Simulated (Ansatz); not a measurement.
Mulliken charges of ClH3OS2Si (`O[Si](S)(S)Cl`) from B3LYP/def2-TZVPP in Ansatz (PBE0-D4/def2-TZVP geometry).

```
atom   x (Å)   y (Å)   z (Å)  charge (e)
  O1  -0.853   1.200   0.861      -0.362
 Si2  -0.010   0.283  -0.188       0.635
  S3   1.905   0.240   0.698      -0.228
  S4  -0.842  -1.635  -0.548      -0.241
 Cl5  -0.020   1.127  -2.057      -0.232
  H6  -1.766   1.397   0.643       0.194
  H7   2.368  -0.649  -0.198       0.117
  H8  -0.692  -2.019   0.733       0.118
```

Problem. By hand: the dipole of these point charges (1 e Å = 4.8032 D).

Solution. Σ q r = (-0.072, -0.220, 0.207) e Å, of length 0.311 e Å = 1.49 D.

Problem. How does the dipole of the full density compare? (Estimate.)

Solution. Ansatz gave: (-0.183, -0.149, 0.106) e Å, 1.24 D; the point charges give 1.20 times that, at 32° from its direction.

Point charges leave out the atoms' own dipoles, such as those of lone pairs, and Mulliken's split depends on the basis, so the two needn't agree.

B3LYP here is the variant with VWN-RPA as its local correlation; programs differ in this.
